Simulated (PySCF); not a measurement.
**Bond curve of CaSn**

Set-up: basis Ca def2-SVP, Sn def2-SVP with ECP28; scalar-relativistic core potentials; PySCF 2.14. Energies in eV from Ca + Sn in their ground configurations at the same level. State: Ms = 1 determinant of mixed spin (⟨S²⟩ near 2.4), unpaired electrons π ↑↑.

All columns are PBE0. A positive dipole means Ca(−)Sn(+).

```json
{"R (Å)": "2.594", "E (eV)": "-0.833", "μ (D)": "-3.84", "Mulliken charge on Ca (basis-dependent)": "0.20", "HOMO (eV)": "-4.32", "LUMO (eV)": "-1.99", "Mayer bond order": "1.64", "⟨S²⟩": "2.36"}
{"R (Å)": "2.714", "E (eV)": "-1.127", "μ (D)": "-4.08", "Mulliken charge on Ca (basis-dependent)": "0.19", "HOMO (eV)": "-4.41", "LUMO (eV)": "-2.05", "Mayer bond order": "1.57", "⟨S²⟩": "2.37"}
{"R (Å)": "2.835", "E (eV)": "-1.286", "μ (D)": "-4.29", "Mulliken charge on Ca (basis-dependent)": "0.19", "HOMO (eV)": "-4.49", "LUMO (eV)": "-2.12", "Mayer bond order": "1.49", "⟨S²⟩": "2.38"}
{"R (Å)": "2.925", "E (eV)": "-1.341", "μ (D)": "-4.43", "Mulliken charge on Ca (basis-dependent)": "0.20", "HOMO (eV)": "-4.55", "LUMO (eV)": "-2.18", "Mayer bond order": "1.43", "⟨S²⟩": "2.39"}
{"R (Å)": "3.016", "E (eV)": "-1.355", "μ (D)": "-4.57", "Mulliken charge on Ca (basis-dependent)": "0.21", "HOMO (eV)": "-4.54", "LUMO (eV)": "-2.23", "Mayer bond order": "1.37", "⟨S²⟩": "2.39"}
{"R (Å)": "3.107", "E (eV)": "-1.339", "μ (D)": "-4.70", "Mulliken charge on Ca (basis-dependent)": "0.21", "HOMO (eV)": "-4.48", "LUMO (eV)": "-2.28", "Mayer bond order": "1.30", "⟨S²⟩": "2.40"}
{"R (Å)": "3.227", "E (eV)": "-1.283", "μ (D)": "-4.87", "Mulliken charge on Ca (basis-dependent)": "0.23", "HOMO (eV)": "-4.41", "LUMO (eV)": "-2.35", "Mayer bond order": "1.22", "⟨S²⟩": "2.40"}
{"R (Å)": "3.378", "E (eV)": "-1.180", "μ (D)": "-5.06", "Mulliken charge on Ca (basis-dependent)": "0.24", "HOMO (eV)": "-4.34", "LUMO (eV)": "-2.44", "Mayer bond order": "1.12", "⟨S²⟩": "2.40"}
{"R (Å)": "3.559", "E (eV)": "-1.031", "μ (D)": "-5.25", "Mulliken charge on Ca (basis-dependent)": "0.25", "HOMO (eV)": "-4.27", "LUMO (eV)": "-2.53", "Mayer bond order": "1.00", "⟨S²⟩": "2.38"}
{"R (Å)": "3.800", "E (eV)": "-0.826", "μ (D)": "-5.37", "Mulliken charge on Ca (basis-dependent)": "0.26", "HOMO (eV)": "-4.22", "LUMO (eV)": "-2.64", "Mayer bond order": "0.85", "⟨S²⟩": "2.34"}
```

A fit through these points gives, at Re = 3.008 Å, μ = -4.56 D and dμ/dR = -1.47 D/Å; the reduced mass is 29.97 u.

Problem. How strong is the fundamental in the double-harmonic approximation, I = 42.26·(dμ/dR)²/μred km/mol?

Solution. I = 42.26·(-1.47)²/29.97 = 3.05 km/mol at PBE0.

These are scalar-relativistic numbers at best; spin–orbit coupling would shift them, the dissociation energy most. The state is the lowest determinant that a PBE0 search found; another state may lie lower at other levels.
